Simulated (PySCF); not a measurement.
Vibration and rotation of AlPb⁺

UHF-CCSD(T) constants of AlPb⁺, ³Π (triplet), unpaired electrons σ ↑, π ↑ (Al cc-pV(D+d)Z, Pb cc-pVDZ-PP with ECP60; scalar-relativistic core potentials (PySCF 2.14); masses 26.9815 and 207.9766 u):

| Quantity | Value |
| --- | --- |
| ωe | 144.5 cm⁻¹ |
| ωexe | 0.735 cm⁻¹ |
| Be | 0.071962 cm⁻¹ |
| αe | 0.000532 cm⁻¹ |

Problem. What force constant and bond length do these constants imply?

Solution. Reduced mass μred = 23.883 u; k = 5.8918×10⁻⁷·μred·ωe² (u, cm⁻¹, mdyn/Å) = 0.294 mdyn/Å; Re = √(16.8576/(μred·Be)) (u, cm⁻¹, Å) = 3.132 Å.

Problem. Estimate the centrifugal constant D from the Kratzer relation and find the Dunham coefficient a1.

Solution. D = 4Be³/ωe² = 7.14e-08 cm⁻¹; a1 = −1 − αeωe/(6Be²) = -3.47.

Correlated steps freeze 9 core orbitals. These are scalar-relativistic numbers at best; spin–orbit coupling would shift them, the dissociation energy most. The state was picked by a PBE0 search and need not be the measured ground state.
